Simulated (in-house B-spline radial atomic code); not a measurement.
Ca. Computed with a B-spline radial atomic code. Model: non-relativistic spherical atom: semilocal Troullier-Martins pseudo-atom, one channel per l, against all electrons, high spin, G0W0 and RPA with empty states to l = 8, local potential for every l without a channel, a model core (radius 0 = none) keeps its share of the functional.

What the tables leave out is listed at the end.

The pseudopotential gives back the lowest level of each angular momentum of its own functional in the configuration it was made in; a second state of the same l is only approximately right. Exact exchange, RPA and GW see the smooth pseudo-orbitals and miss the exchange with the core, for which the functional's share stands in. The column with an uncorrelated core keeps all orbitals and exact exchange, and so separates missing core correlation from pseudisation. Only the three outermost levels and the lowest empty one were computed. RPA here is direct RPA, with no exchange kernel, and its energies carry an (l + 1/2)⁻⁴ tail. A hybrid on a potential with a model core restores only its own semilocal share of the core's exchange.

Command:
```bash
python run_psgw.py task.json out
```
Settings (lengths in bohr, energies in hartree):
```
Z                      20
electrons              20
configuration          [Ar] 4s2
generated_in           [Ar] 4s2
functional             pbe,pbe
core_shells            4
radius_factor          1.15
core_correction        True
ion_configuration      [Ar] 4s1
```

Time taken, with all properties: 51 s on 1 thread of Arm Neoverse N1, with other jobs on the host.

Given: made with PBE; model core radius 0.649 bohr; local radius 1.535 bohr; mean-field start PBE.

Valence shells of the generating configuration: 3p, 4s.

Channel: s 3.4, p 1.206, d 2.76 (radii in bohr).

Computed: largest level miss in the spin-unpolarised generating configuration 0 eV; valence RPA correlation energy all-electron orbitals -0.41797 hartree; valence RPA correlation energy pseudo -0.53985 hartree; all-electron RPA polarisability, core included 110.65 bohr³; pseudo-atom RPA polarisability 110.79 bohr³; ionisation by mean-field all-electron 6.0694 eV; ionisation by RPA pseudo minus all 0.145 eV.

```tsv
level	occupied	mean-field all-electron (eV)	mean-field pseudo minus all (eV)	G0W0 all-electron (eV)	G0W0 uncorrelated core minus all (eV)	G0W0 pseudo minus all (eV)	exchange self-energy all-electron (eV)	exchange self-energy pseudo (eV)
4s	1	-3.7533	0	-6.0971	0.007	-0.173	-7.1882	-6.992
```

(1) What is the ionisation by RPA all-electron?

(2) What is the ionisation by mean-field pseudo minus all?

Given: mean-field start PBE0.

Computed: valence RPA correlation energy all-electron orbitals -0.37971 hartree; valence RPA correlation energy pseudo -0.49857 hartree; all-electron RPA polarisability, core included 95.336 bohr³; pseudo-atom RPA polarisability 90.904 bohr³; ionisation by mean-field all-electron 5.9937 eV; ionisation by RPA pseudo minus all 0.157 eV.

| level | occupied | mean-field all-electron (eV) | mean-field pseudo minus all (eV) | G0W0 all-electron (eV) | G0W0 uncorrelated core minus all (eV) | G0W0 pseudo minus all (eV) | exchange self-energy all-electron (eV) | exchange self-energy pseudo (eV) |
| --- | --- | --- | --- | --- | --- | --- | --- | --- |
| 4s | 1 | -4.3174 | -0.056 | -6.2082 | 0.009 | -0.186 | -7.0913 | -7.1355 |
| 4p (empty) | 0 | -0.98514 | 0.083 | -0.14619 | 0.01 | 0.096 | -1.4317 | -1.1628 |

(3) What is the ionisation by RPA all-electron?

(4) What is the ionisation by mean-field pseudo minus all?

Answers

(1) 6.4939 eV.

(2) -0.006 eV.

(3) 6.3208 eV.

(4) 0.075 eV.

Among the listed levels the largest G0W0 shift of the pseudo-atom is -0.19 eV, for 4s on the PBE0 start, while leaving the core uncorrelated moves that level by +0.01 eV. So pseudisation and the lost core exchange, not the missing core correlation, make the error. Not in the tables (levels of low weight, unsolved or above zero; the highest and the empty levels are kept at any weight): on PBE the G0W0 levels 3p (pseudo minus all +1.51 eV, weights 0.07 and 0.08), 3d (pseudo minus all +0.28 eV, weights 0.25 and 0.37); on PBE0 the G0W0 levels 3p (pseudo minus all +1.60 eV, weights 0.56 and 0.52); no Hartree-Fock pseudo-atom is run with a model core.
